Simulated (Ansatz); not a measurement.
A nudged elastic band was laid between two geometries of CH$_{5}$FGeO$_{2}$ (10 atoms, charge 0, multiplicity 1).

Computed with RKS r2SCAN/def2-SVP in Ansatz.

```yaml
movable_images: 5
climbing_image: yes
spring: 5.0 eV/Å²
optimiser: quadratic models (default)
start_path: IDPP
force_threshold: 0.05 eV/Å
iteration_limit: 60
end_points: relaxed
```

First end point:

```xyz
10
Properties=species:S:1:pos:R:3
O 0.576 0.197 1.393
C 0.795 -0.800 0.458
F -0.112 -1.827 0.722
O 0.614 -0.306 -0.778
Ge -0.778 0.836 -1.063
H 0.511 -0.213 2.268
H 1.801 -1.259 0.536
H -2.015 0.344 -0.307
H -0.359 2.248 -0.647
H -0.950 0.729 -2.579
```

Last end point:

```xyz
10
Properties=species:S:1:pos:R:3
O 1.458 0.423 0.155
C 0.816 -0.755 0.496
F 0.390 -0.631 1.819
O -0.227 -0.955 -0.327
Ge -1.266 0.474 -0.777
H 2.069 0.656 0.870
H 1.485 -1.638 0.475
H -2.551 -0.218 -1.234
H -1.492 1.359 0.452
H -0.599 1.235 -1.925
```

Problem. Which bonds break or form, and what moves?

Solution. No bond is made or broken. The dihedral C2–O4–Ge5–H9 goes from 83 to -41°. The two ends are copies of one structure, up to a mirror image or an exchange of like atoms.

Problem. Give the energies along the band, and the barrier.

Solution. The run converged. The highest image is number 2 of 0 to 6, 0.043 eV above the ends, which have the same energy within 2 meV. A vibrational analysis at the climbing image gives one clearly imaginary mode, 77i cm⁻¹: a first-order saddle point.

```json
{"image": "0", "path coordinate (Å)": "0.00", "energy (eV)": "0.000", "dihedral C2–O4–Ge5–H9 (°)": "83"}
{"image": "1", "path coordinate (Å)": "0.79", "energy (eV)": "0.024", "dihedral C2–O4–Ge5–H9 (°)": "68"}
{"image": "2", "path coordinate (Å)": "1.58", "energy (eV)": "0.043", "dihedral C2–O4–Ge5–H9 (°)": "52"}
{"image": "3", "path coordinate (Å)": "2.26", "energy (eV)": "0.037", "dihedral C2–O4–Ge5–H9 (°)": "36"}
{"image": "4", "path coordinate (Å)": "2.95", "energy (eV)": "0.038", "dihedral C2–O4–Ge5–H9 (°)": "12"}
{"image": "5", "path coordinate (Å)": "3.63", "energy (eV)": "0.021", "dihedral C2–O4–Ge5–H9 (°)": "-15"}
{"image": "6", "path coordinate (Å)": "4.31", "energy (eV)": "0.000", "dihedral C2–O4–Ge5–H9 (°)": "-41"}
```

Problem. What is the geometry of the highest image?

Solution. 
```xyz
10
Properties=species:S:1:pos:R:3
O 1.208 0.389 1.125
C 0.802 -0.753 0.470
F -0.248 -1.313 1.208
O 0.394 -0.455 -0.777
Ge -1.013 0.666 -1.041
H 1.411 0.156 2.041
H 1.587 -1.534 0.423
H -2.299 -0.058 -0.628
H -0.814 1.971 -0.266
H -0.943 0.880 -2.553
```

Problem. What are the harmonic wavenumbers there?

Solution. 77i, 107, 152, 316, 502, 514, 589, 613, 646, 761, 849, 874, 879, 981, 1114, 1175, 1303, 1357, 1434, 2176, 2190, 2205, 3027, 3819 cm⁻¹.

The band took 7 iterations and about 5 core-minutes.

The run took 2.8 min on 2 threads of Arm Neoverse V1 (shared host), peak memory 0.18 GiB.
